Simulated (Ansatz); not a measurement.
Ansatz results at the PBE0-D4/def2-TZVP geometry: LUMO energy (PBE0/def2-TZVPP) -1.28 eV; LUMO energy (B3LYP/def2-TZVPP) -1.47 eV; size of the dipole moment (ωB97M-V/def2-TZVPP) 3.52 D.

Each molecule was computed in one conformer, which needn't be the lowest.

(1) Which molecule gave them?
A. `CC(=O)CC(=O)CC(C)C`
B. `CS/C(C)=C/C(C)=O`
C. `C1=CC=CCC=C1`
D. `C1=C[Se]C(=C2[Se]C=C[Se]2)[Se]1`

Results:

(1) B. The others give `CC(=O)CC(=O)CC(C)C`: -1.24, -1.50, 1.70; `C1=C[Se]C(=C2[Se]C=C[Se]2)[Se]1`: -1.37, -1.52, 0.76; `C1=CC=CCC=C1`: -0.95, -1.14, 0.34.

B3LYP here is the variant with VWN-RPA as its local correlation; programs differ in this.
